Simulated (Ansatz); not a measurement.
Which is lower?

Two relaxed structures of GeSiH$_{4}$O, singlet (PBE0-D4/def2-TZVP; forces vanish, vibrations not checked).

A:

```csv
atom,x (Å),y (Å),z (Å)
O1,-1.7834,-1.4632,0.6957
Si2,-0.3511,-0.9344,0.0881
Ge3,0.7849,0.9939,0.5979
H4,-0.1400,-1.8357,-1.0740
H5,-0.5511,0.6006,-0.5992
H6,-2.0810,-1.0580,1.5133
H7,1.6340,0.3469,-0.5955
```

B:

```csv
atom,x (Å),y (Å),z (Å)
O1,-1.7332,-1.5261,1.1121
Si2,-0.7644,-1.1384,0.0061
Ge3,0.5493,0.8538,0.0323
H4,-0.5582,-1.9938,-1.2034
H5,0.2060,1.6866,-1.2132
H6,0.2658,1.6527,1.3059
H7,2.0347,0.4652,-0.0398
```

Program: Ansatz 0.2.0. Basis: def2-TZVPP. Cores are frozen in the correlated methods. Filled d shells of the heavier atoms are correlated. The def2 sets are not built for correlating such inner shells, so the correlated values are less sure here. B3LYP uses VWN-RPA correlation.

Which structure is lower at CCSD(T), and by how much? (To be estimated.)

By the calculation: A, by 0.105 eV (electronic energy, against the other). By their contacts, A is GeSiH₄O ([OH][SiH]1[H][GeH]1) and B is GeSiH₄O ([O][SiH][GeH3]).

All methods give the same order:

```json
{"method": "PBE-D4", "E(B) − E(A) (eV)": "0.313"}
{"method": "r2SCAN-D4", "E(B) − E(A) (eV)": "0.242"}
{"method": "PBE0-D4", "E(B) − E(A) (eV)": "0.341"}
{"method": "B3LYP-D4", "E(B) − E(A) (eV)": "0.226"}
{"method": "wB97M-V", "E(B) − E(A) (eV)": "0.303"}
{"method": "HF", "E(B) − E(A) (eV)": "0.090"}
{"method": "MP2", "E(B) − E(A) (eV)": "0.009"}
{"method": "CCSD", "E(B) − E(A) (eV)": "0.118"}
{"method": "CCSD(T)", "E(B) − E(A) (eV)": "0.105"}
```

T1 diagnostic: at most 0.018.

Labels in which every atom is bracketed show which atoms are joined, not bond orders.

For scale, one of the runs: CCSD(T)/def2-TZVPP, 177 basis functions, launched by `ansatz run in.yaml --threads 2 --pin off --events-out ev --progress --plain --max-ram 4352MiB`. Hardware: 2 CPU threads of an Arm Neoverse V1, shared host. Wall time 66 s; peak host memory 1.6 GiB.
